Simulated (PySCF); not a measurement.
**Adding and removing an electron: HgF**

PBE0; basis Hg cc-pVDZ-PP with ECP60, F cc-pVDZ; scalar-relativistic core potentials; PySCF 2.14. Neutral (UKS): doublet (σ ↑), Re = 2.049 Å, ωe = 442 cm⁻¹, De = 1.32 eV, HOMO -7.57 eV, LUMO -4.41 eV.

HgF⁺ (UKS): singlet (closed shell), Re = 1.926 Å, ωe = 594 cm⁻¹, De = 1.59 eV to Hg⁺ + F. The energies at the minima are -253.18336 hartree for HgF and -252.81639 for HgF⁺.

Problem. Work out the adiabatic ionisation energy, without and with harmonic zero-point energies (1 hartree = 27.2114 eV, 1 eV = 8065.5 cm⁻¹), and the change of the bond length.

Solution. At PBE0: 0.36697 hartree = 9.986 eV between the minima; the zero-point term (594.0 − 442.0)/2 cm⁻¹ = +0.009 eV makes it 9.995 eV. Re changes by -12.3 pm against the neutral. The electron leaves a σ orbital, and the shorter bond of the ion fits an antibonding orbital, or a change in how ionic the bond is.

Spin–orbit coupling is left out, which matters for elements this heavy, above all for dissociation energies. For an ion De counts to the pair picked by the measured ionisation energies or electron affinities, which need not be the lowest pair at this level. States were picked by a PBE0 search and need not be the measured ground states.
